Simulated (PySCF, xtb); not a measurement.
C3H9FSi, SMILES C[Si](C)(C)F.

GFN2-xTB run with xtb 6.7.1 at its own geometry gives an orbital gap of 7.00 eV and a dipole moment of 2.13 D.

The structure is a stationary point at PBE0-D3(BJ)/def2-SVP.

Q: What does PBE/def2-TZVP (PySCF) give? (The exact figures need the calculation; the answer reports its results.)

A: gap 7.34 eV (levels -7.23 and 0.11 eV), dipole 1.86 D.
